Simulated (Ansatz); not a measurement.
Abridged output of a molecular run in Ansatz:

```
Functional definition: HF
1859 factors; integrals over basis functions are off by at most 1.5e-3 eV
mean field evaluation 1: about -37445.5681 eV, gradient 6.8e1 eV
mean field evaluation 2: about -37445.8007 eV, gradient 6.8e1 eV
mean field evaluation 4: about -37456.5131 eV, gradient 6.6e0 eV
mean field evaluation 8: about -37456.7361 eV, gradient 9.1e-1 eV
mean field evaluation 16: about -37456.7445 eV, gradient 1.8e-6 eV
mean field -37456.74448631 eV, -1376.5099707786 hartree, gradient 1.8e-6 eV, S^2 0.000000; 0 other end points of the search recorded, 0 dependent functions left out; unrestricted orbitals would lower it
14 core orbitals not correlated: weight in the atoms' cores, before any rotation towards them, 1.000 or more for the frozen orbitals, at most 0.000 for the correlated occupied ones
reference -37456.74448631 eV, -1376.5099707786 hartree; 31, 31 occupied and 137, 137 virtual orbitals, 1859 factors
second order -44.80623666 eV of doubles, -0.00000000 eV of singles
cycle   1  -43.75198257 eV  change     1.1e0 eV  update   2.5e-1
cycle   2  -45.12015991 eV  change    -1.4e0 eV  update   1.4e-1
cycle   3  -45.53153889 eV  change   -4.1e-1 eV  update   5.0e-2
cycle   4  -45.57704165 eV  change   -4.6e-2 eV  update   1.5e-2
cycle   5  -45.56246001 eV  change    1.5e-2 eV  update   5.4e-3
cycle   6  -45.55828053 eV  change    4.2e-3 eV  update   3.3e-3
cycle   7  -45.56047760 eV  change   -2.2e-3 eV  update   1.0e-3
cycle   8  -45.56079479 eV  change   -3.2e-4 eV  update   6.2e-4
cycle   9  -45.56069959 eV  change    9.5e-5 eV  update   2.6e-4
cycle  10  -45.56094238 eV  change   -2.4e-4 eV  update   1.2e-4
cycle  11  -45.56086164 eV  change    8.1e-5 eV  update   6.5e-5
cycle  12  -45.56076212 eV  change    1.0e-4 eV  update   2.5e-5
cycle  13  -45.56075946 eV  change    2.7e-6 eV  update   1.2e-5
perturbative correction -1.87803959 eV, -0.0690166819 hartree
Total energy: -37504.18328536 eV, -1378.2533144884 hartree
```

Its atoms:

Cartesian coordinates in Å:
```
F 3.4116 0.5817 -0.5826
Ti 2.4498 0.0977 0.7998
F 2.8443 -1.4967 1.4099
F 2.4941 1.3024 2.0703
C 0.5323 -0.0023 0.1483
C -0.3776 -0.8628 0.7665
C -1.7011 -0.8952 0.3546
C -2.1248 -0.0696 -0.6774
C -1.2290 0.7872 -1.3016
C 0.0950 0.8213 -0.8916
H -0.0572 -1.5193 1.5699
H -2.4027 -1.5662 0.8370
H -3.1596 -0.0964 -0.9996
H -1.5627 1.4275 -2.1103
H 0.7876 1.4905 -1.3930
```

(1) Which basis set was used?
A. def2-QZVPP
B. cc-pV(Q+d)Z
C. cc-pV(T+d)Z
D. def2-SVP

(2) Write the keys of the input that set method, charge and spin (a neutral closed shell needs none for the last two).

Answers

(1) D. It gives 182 functions.

(2) 
```yaml
correlation: {method: ccsd_t}
```
